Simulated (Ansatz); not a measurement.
Ansatz (a first-principles code) input:

Ansatz 0.2 input:
```yaml
crystal:
  periodic: [false, false, false]
  atoms:
    - {symbol: Si, position_ang: [-0.06885372, -0.48229236, -0.16111331]}
    - {symbol: F, position_ang: [0.28927904, -0.99954765, -1.62840860]}
    - {symbol: F, position_ang: [-0.68715860, -1.69908372, 0.66678063]}
    - {symbol: N, position_ang: [-1.34291394, 0.63721161, -0.34547925]}
    - {symbol: N, position_ang: [1.42961914, -0.12033043, 0.57097021]}
    - {symbol: H, position_ang: [-1.97920748, 0.84094554, 0.40342888]}
    - {symbol: H, position_ang: [-1.31078777, 1.37413665, -1.02581288]}
    - {symbol: H, position_ang: [1.51546167, 0.00611476, 1.56314270]}
    - {symbol: H, position_ang: [2.15762718, 0.35320102, 0.06771274]}
basis:
  gaussian:
    orbitals: def2-TZVP
hamiltonian:
  xc: b3lyp
  dispersion: d3bj
relax: {f_tol: 0.002, max_steps: 150}
```

Question: Predict the final energy.

Answer: -601.49600 Eh (B3LYP-D3(BJ)/def2-TZVP). The basis has 185 functions. The run takes very roughly 2.6 core-minutes.
